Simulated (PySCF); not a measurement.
An unknown is described by computed data only.

Formula: C6H9NO.

| Item | Value |
| --- | --- |
| UV, first state | lowest singlet excitation: 5.36 eV (231 nm, f = 0.052) [TDDFT CAM-B3LYP/def2-SVPD] |
| Polarisability | 80.7 au [CAM-B3LYP/def2-SVPD] |
| Dipole | 1.77 D [CAM-B3LYP/def2-SVPD] |
| Triplet | lowest triplet excitation (Tamm–Dancoff): 3.77 eV [TDA CAM-B3LYP/def2-SVPD] |
| NMR, other nuclei | isotropic shieldings of nuclei other than C and H, by class: 214 (1 N), 58 (1 O) ppm [GIAO PBE0/pcSseg-1] |
| Rotational structure | rotational constants A, B, C: 4.674, 1.572, 1.204 GHz [GFN2-xTB] |
| 1H NMR | chemical shifts (computed TMS as zero) by class: 7.33 (1 H), 6.95 (1 H), 6.31 (1 H), 2.73 (6 H) ppm [GIAO PBE0/pcSseg-1] |
| 13C NMR | chemical shifts (computed TMS as zero) by class: 147.3 (1 C), 146.6 (1 C), 127.5 (1 C), 108.0 (1 C), 42.5 (2 C) ppm [GIAO PBE0/pcSseg-1] |
| UV, strongest line | among the 8 lowest singlet transitions: S6 at 6.70 eV (185 nm, f = 0.075) [TDDFT CAM-B3LYP/def2-SVPD] |

Gas-phase values; electronic properties from PySCF, density fitting. Levels stand in brackets. Isolated species at its GFN2-xTB geometry, gas phase. NMR classes are plain means over equivalent atoms (diastereotopic ones count apart unless rotation or inversion swaps them), as if these changed places fast.

Question: Give a SMILES that accounts for the data.

Answer: Numbering: `[CH3:1][N:2]([CH3:3])[c:4]1[cH:5][cH:6][o:7][cH:8]1`. Its formula, C6H9NO, gives 3 degrees of unsaturation: 1 ring and 2 π bonds in the structure found (Kekulé form). 6 carbons fall into 5 classes; from least to most shielded: aromatic CH next to a ring oxygen [C6] (147.3 ppm), aromatic carbon bearing nitrogen [C4] (146.6 ppm), aromatic CH next to a ring oxygen [C8] (127.5 ppm), aromatic CH carbon [C5] (108.0 ppm), N-methyl carbon [C1/C3] (42.5 ppm, 2 C). Hydrogen classes from least to most shielded: 1 H on an aromatic CH next to a ring oxygen, C6 (7.33 ppm), 1 H on an aromatic CH next to a ring oxygen, C8 (6.95 ppm), 1 H on an aromatic CH carbon, C5 (6.31 ppm), 6 H on 2 N-methyl carbons, C1/C3 (2.73 ppm, a mean of values up to 0.9 ppm apart in this geometry). The other shieldings belong to: 214 ppm, aniline-type nitrogen [N2]; 58 ppm, furan-type oxygen [O7]. The optimised geometry has point group C1 and is an asymmetric top. Structure: `CN(C)c1ccoc1`. Computed isomers that give other values at the same levels: `CC(=O)N1CC=CC1` (13C chemical shifts (computed TMS as zero) by class: 169.0 (1 C), 134.5 (2 C), 57.9 (2 C), 24.2 (1 C) ppm); `C#CCCCNC=O` (13C chemical shifts (computed TMS as zero) by class: 160.3 (1 C), 88.7 (1 C), 76.3 (1 C), 38.4 (1 C), 34.4 (1 C), 18.6 (1 C) ppm); `CCCc1ccno1` (13C chemical shifts (computed TMS as zero) by class: 182.7 (1 C), 154.5 (1 C), 106.5 (1 C), 32.4 (1 C), 29.3 (1 C), 15.0 (1 C) ppm). The assignments are read from this structure; whether some other isomer fits the data as well wasn't checked.

Conformer computed: `[CH3:1][N:2]([CH3:3])[c:4]1[cH:5][cH:6][o:7][cH:8]1`: C1–N2–C4–C5 27°.
